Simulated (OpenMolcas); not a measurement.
What dynamic correlation does to the levels of P3+

- Program: OpenMolcas 26.06
- Basis: ANO-R3 [6s5p4d2f1g]
- Scalar Hamiltonian: X2C, finite nucleus
- Active space: 2 electrons in 4 orbitals (3s 3p)
- State averaging: 2S+1 = 3 even, 3 roots; 2S+1 = 1 even, 7 roots; 2S+1 = 3 odd, 3 roots; 2S+1 = 1 odd, 3 roots
- Spin-orbit coupling: RASSI with atomic mean-field integrals over the reference wave functions, term energies averaged over their components

Methods on the same reference wave functions:
A. CASSCF
B. SS-CASPT2, IPEA 0.25 Eh, imaginary shift 0.1 Eh (closed shells correlated: 2s 2p)
C. MS-CASPT2, IPEA 0.25 Eh, imaginary shift 0.1 Eh (closed shells correlated: 2s 2p)

Energies in eV above 3s² ¹S₀, the measured ground level; measured values from Martin, Zalubas and Musgrove, J. Phys. Chem. Ref. Data 14, 751 (1985).

```json
{"Level": "3s² ¹S₀", "A": "0.0000", "B": "0.0000", "C": "0.0000", "Measured": "0.0000"}
{"Level": "3s 3p ³P°₀", "A": "8.3231", "B": "8.395", "C": "8.413", "Measured": "8.4208"}
{"Level": "3s 3p ³P°₁", "A": "8.3479", "B": "8.420", "C": "8.438", "Measured": "8.4491"}
{"Level": "3s 3p ³P°₂", "A": "8.3980", "B": "8.470", "C": "8.488", "Measured": "8.5072"}
{"Level": "3s 3p ¹P°₁", "A": "14.4973", "B": "13.215", "C": "13.232", "Measured": ""}
{"Level": "3p² ³P₀", "A": "20.5099", "B": "20.471", "C": "20.488", "Measured": "20.4501"}
{"Level": "3p² ³P₁", "A": "20.5354", "B": "20.496", "C": "20.514", "Measured": "20.4804"}
{"Level": "3p² ³P₂", "A": "20.5839", "B": "20.530", "C": "20.547", "Measured": "20.5385"}
{"Level": "3p² ¹D₂", "A": "22.1964", "B": "20.621", "C": "20.638", "Measured": "19.6071"}
{"Level": "3p² ¹S₀", "A": "25.7869", "B": "24.160", "C": "24.195", "Measured": "24.1263"}
```

Deviations, from unrounded energies. A percentage is the sum of absolute deviations over the sum of measured energies, with the sign that they share, or ± where signs differ.

```csv
Against measurement,Levels,A,B,C
mean absolute deviation (cm-1),8,4800,1200,1200
other configurations (%),8,±3.6,±0.9,±0.9
```

B, C lie about equally close to measurement and A furthest from it. The largest miss of B in the table is 3p² ¹D₂, by +8200 cm-1. The ranking rests on the paired levels alone, and a cruder setting can come out closer through cancelling errors.

Between B and C the level of the table that moves most is 3p² ¹S₀, by 280 cm-1 (lowest in B, highest in C).

The lowest spin-free term lies below A's lowest term by 0.272 hartree in B, 0.273 hartree in C.

Over all roots computed the reference weight is 0.91 to 0.99 in B, 0.91 to 0.99 in C; the roots of lowest weight are the least certain, and an intruder state may touch them. The ¹D term of p² mixes with s d, which this space lacks. Some levels mix across a computed gap that differs much from the measured one, so their mixing is not that of the real levels (holds for B; C). Computed and measured levels are paired by configuration, term and J; levels that our copy of the source lacks, or whose pairing is in doubt (as where it misses far off the trend of its configuration), stay unpaired and out of the deviations. Levels of configurations outside the active space are missing.

° marks odd parity.
